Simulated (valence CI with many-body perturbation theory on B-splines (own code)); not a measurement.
**E1 line list for Ta66+**

Calculated by configuration interaction combined with many-body perturbation theory (CI+MBPT): five valence electrons over a frozen Dirac-Fock core [He], a basis of 11 s, 11 p, 10 d, 8 f, 5 g, 2 h functions for each j, with the one-electron correlation potential Σ1 (screened to all orders), the two-electron term Σ2, the three-electron term Σ3, Breit, model QED; selected single and double excitations, second order for the rest, scaled by the run's own slope (own B-spline code, finite nucleus).

No measured spectrum was set against this ion. As an estimate, large intervals hold to a few tenths of a per cent, small ones and those within an open d or f shell to about a per cent. Among the levels kept, up to 7400 cm⁻¹ of a level comes from second order outside the variational space, and about a tenth of that is noise between levels of different J, which matters for small intervals.

Lines 1 to 50 of 600 in falling wavelength, among levels below 919.29 Ry, chosen from the strongest by gf and those to the six lowest levels. Wavelengths and rates use the calculated energies. Electric multipoles are in the length gauge, E1 and E2 with the static RPA response of the core. Weak lines are less certain than strong ones. Lines between different terms over intervals too small for the method are left out, as are lines whose strength nearly cancels. The highest levels of a list are the least certain.

Levels are named by their leading jj configuration (3d3/2^4 stands for four electrons in 3d with j = 3/2), which in mixed levels can hold well under half, so a name can repeat and another be missing. Letters in brackets count levels of one name in rising energy.

```tsv
λ vac (Å)	Upper	Lower	A (s⁻¹)	log gf	Branch %
321.4	(2s^2 2p1/2^2 4f7/2) J=7/2	(2s^2 2p1/2^2 4d5/2) J=5/2	1.45e+09	-0.74	0.0
188.8	(2s^2 2p1/2^2 4f5/2) J=5/2	(2s^2 2p1/2^2 4d3/2) J=3/2	6.69e+09	-0.67	0.0
151.0	(2s^2 2p1/2^2 4d5/2) J=5/2	(2s^2 2p1/2^2 4p3/2) J=3/2	2.19e+10	-0.35	0.0
113.7	(2s 2p1/2 2p3/2^2 3p1/2) J=7/2	(2s 2p1/2 2p3/2^2 3s) J=7/2	5.76e+09	-1.05	0.0
109.8	(2s 2p1/2^2 2p3/2 3p1/2) J=3/2 [a]	(2s 2p1/2^2 2p3/2 3s) J=5/2	1.15e+10	-1.08	0.0
103.0	(2s^2 2p3/2^2 3p1/2) J=3/2	(2s^2 2p3/2^2 3s) J=5/2	1.37e+10	-1.06	0.3
86.89	(2s^2 2p1/2 2p3/2 3p1/2) J=3/2 [b]	(2s^2 2p1/2 2p3/2 3s) J=5/2	1.87e+10	-1.07	0.4
85.11	(2s 2p1/2 2p3/2^2 3p1/2) J=5/2 [b]	(2s 2p1/2 2p3/2^2 3s) J=7/2	2.18e+10	-0.85	0.0
65.36	(2s 2p1/2 2p3/2^2 3d5/2) J=5/2 [e]	(2s 2p1/2 2p3/2^2 3p3/2) J=3/2 [f]	4.05e+10	-0.81	0.0
65.34	(2s 2p1/2 2p3/2^2 3d5/2) J=7/2 [a]	(2s^2 2p3/2^2 3d5/2) J=5/2 [b]	2.45e+10	-0.90	0.0
65.25	(2s 2p1/2^2 2p3/2 3d5/2) J=5/2 [a]	(2s 2p1/2^2 2p3/2 3p3/2) J=5/2 [a]	2.31e+10	-1.05	0.0
65.01	(2s 2p1/2 2p3/2^2 3d5/2) J=7/2 [b]	(2s 2p1/2 2p3/2^2 3p3/2) J=5/2 [a]	3.15e+10	-0.80	0.0
64.34	(2s 2p1/2^2 2p3/2 3d5/2) J=9/2	(2s 2p1/2^2 2p3/2 3p3/2) J=7/2	6.89e+10	-0.37	43.1
64.18	(2s 2p1/2 2p3/2^2 3d5/2) J=7/2 [e]	(2s 2p1/2 2p3/2^2 3p3/2) J=5/2 [d]	5.59e+10	-0.56	0.0
63.78	(2s 2p1/2 2p3/2^2 3d5/2) J=11/2	(2s 2p1/2 2p3/2^2 3p3/2) J=9/2	7.02e+10	-0.29	3.1
63.71	(2s 2p1/2^2 2p3/2 3d5/2) J=3/2 [b]	(2s 2p1/2^2 2p3/2 3p3/2) J=1/2 [b]	4.83e+10	-0.93	0.0
63.69	(2s 2p1/2 2p3/2^2 3d5/2) J=9/2 [a]	(2s 2p1/2 2p3/2^2 3p3/2) J=7/2 [a]	6.68e+10	-0.39	2.3
63.19	(2s^2 2p1/2 2p3/2 3d5/2) J=7/2 [a]	(2s^2 2p1/2 2p3/2 3p3/2) J=5/2 [a]	5.93e+10	-0.55	0.2
63.15	(2s 2p1/2 2p3/2^2 3d5/2) J=9/2 [b]	(2s 2p1/2 2p3/2^2 3p3/2) J=7/2 [b]	5.46e+10	-0.49	0.9
63.09	(2s^2 2p3/2^2 3d5/2) J=7/2	(2s^2 2p3/2^2 3p3/2) J=5/2	4.61e+10	-0.66	1.4
63.05	(2s 2p1/2^2 2p3/2 3d5/2) J=7/2 [a]	(2s 2p1/2^2 2p3/2 3p3/2) J=5/2 [a]	5.90e+10	-0.55	0.0
63.04	(2s 2p1/2 2p3/2^2 3d5/2) J=7/2 [a]	(2s^2 2p3/2^2 3d5/2) J=5/2 [a]	2.12e+10	-1.00	0.0
63.01	(2s 2p1/2 2p3/2^2 3d5/2) J=7/2 [c]	(2s 2p1/2 2p3/2^2 3p3/2) J=5/2 [b]	6.13e+10	-0.53	0.1
62.87	(2s 2p1/2 2p3/2^2 3d5/2) J=5/2 [c]	(2s 2p1/2 2p3/2^2 3p3/2) J=3/2 [d]	4.96e+10	-0.75	0.0
62.87	(2s^2 2p1/2 2p3/2 3d5/2) J=5/2 [b]	(2s^2 2p1/2 2p3/2 3p3/2) J=3/2 [b]	3.59e+10	-0.89	0.0
62.78	(2s^2 2p3/2^2 3d5/2) J=9/2	(2s^2 2p3/2^2 3p3/2) J=7/2	6.04e+10	-0.45	23.7
62.75	(2s 2p1/2^2 2p3/2 3d5/2) J=5/2 [b]	(2s 2p1/2^2 2p3/2 3p3/2) J=3/2 [b]	6.05e+10	-0.67	0.0
62.72	(2s^2 2p1/2 2p3/2 3d5/2) J=7/2 [b]	(2s^2 2p1/2 2p3/2 3p3/2) J=5/2 [b]	5.47e+10	-0.59	0.0
62.57	(2s 2p1/2 2p3/2^2 3d5/2) J=9/2 [b]	(2s 2p1/2 2p3/2^2 3p3/2) J=9/2	1.55e+10	-1.04	0.3
62.54	(2s^2 2p3/2^2 3d5/2) J=5/2 [c]	(2s^2 2p3/2^2 3p3/2) J=3/2 [b]	5.91e+10	-0.68	0.0
62.38	(2s 2p1/2 2p3/2^2 3d5/2) J=7/2 [d]	(2s 2p1/2 2p3/2^2 3p3/2) J=5/2 [c]	5.77e+10	-0.57	0.1
62.15	(2s 2p1/2^2 2p3/2 3d5/2) J=7/2 [b]	(2s 2p1/2^2 2p3/2 3p3/2) J=5/2 [b]	7.34e+10	-0.47	0.0
62.14	(2s 2p1/2 2p3/2^2 3d5/2) J=3/2 [d]	(2s 2p1/2 2p3/2^2 3p3/2) J=1/2 [c]	4.54e+10	-0.98	0.0
61.97	(2s^2 2p1/2^2 4d3/2) J=3/2	(2s^2 2p1/2^2 4p1/2) J=1/2	2.57e+11	-0.23	0.1
61.80	(2s^2 2p1/2 2p3/2 3d5/2) J=9/2	(2s^2 2p1/2 2p3/2 3p3/2) J=7/2	7.21e+10	-0.38	47.1
61.67	(2s 2p1/2 2p3/2^2 3d5/2) J=5/2 [b]	(2s 2p1/2 2p3/2^2 3p3/2) J=3/2 [c]	7.02e+10	-0.62	0.0
61.57	(2s^2 2p1/2^2 3d5/2) J=5/2	(2s^2 2p1/2^2 3p3/2) J=3/2	7.37e+10	-0.60	0.0
61.44	(2s 2p1/2 2p3/2^2 3d5/2) J=9/2 [c]	(2s 2p1/2 2p3/2^2 3p3/2) J=7/2 [c]	7.52e+10	-0.37	0.3
61.23	(2s 2p1/2 2p3/2^2 3d5/2) J=5/2 [a]	(2s 2p1/2 2p3/2^2 3p3/2) J=5/2 [a]	3.45e+10	-0.93	0.0
60.82	(2s 2p1/2 2p3/2^2 3d5/2) J=5/2 [d]	(2s 2p1/2 2p3/2^2 3p3/2) J=3/2 [e]	5.47e+10	-0.74	0.0
59.80	(2s^2 2p1/2^2 4p3/2) J=3/2	(2s^2 2p1/2^2 4s) J=1/2	3.37e+11	-0.14	0.6
59.62	(2s 2p1/2^2 2p3/2 3d5/2) J=5/2 [a]	(2s 2p1/2^2 2p3/2 3p3/2) J=3/2 [a]	4.93e+10	-0.80	0.0
59.48	(2s^2 2p1/2 2p3/2 3d5/2) J=5/2 [a]	(2s^2 2p1/2 2p3/2 3p3/2) J=3/2 [a]	5.44e+10	-0.76	0.0
58.92	(2s^2 2p1/2 2p3/2 3d5/2) J=3/2 [a]	(2s^2 2p1/2 2p3/2 3p3/2) J=1/2 [a]	4.56e+10	-1.02	0.0
55.92	(2s 2p1/2 2p3/2^2 3d5/2) J=3/2 [c]	(2s 2p1/2 2p3/2^2 3p3/2) J=1/2 [b]	4.99e+10	-1.03	0.0
54.74	(2s 2p1/2^2 2p3/2 3d5/2) J=3/2 [a]	(2s 2p1/2^2 2p3/2 3p3/2) J=3/2 [a]	4.82e+10	-1.06	0.0
53.92	(2s 2p1/2 2p3/2^2 3d5/2) J=7/2 [b]	(2s 2p1/2 2p3/2^2 3p3/2) J=7/2 [b]	4.01e+10	-0.85	0.0
44.90	(2s 2p1/2 2p3/2^2 3p3/2) J=9/2	(2s^2 2p3/2^2 3p3/2) J=7/2	4.94e+10	-0.83	0.9
41.30	(2s 2p1/2^2 2p3/2 3p3/2) J=7/2	(2s^2 2p1/2 2p3/2 3p3/2) J=5/2 [a]	6.08e+10	-0.91	0.6
39.24	(2s 2p1/2^2 2p3/2^2) J=5/2	(2s^2 2p1/2 2p3/2^2) J=5/2	1.95e+10	-1.57	0.8
```

**Question.** How does gf follow from A for the line at 64.34 Å?

**Answer.** gf = 1.4992 × (2J+1)_upper × A / σ², with σ = 1554286 cm⁻¹ and 2J+1 = 10: gf = 0.428.
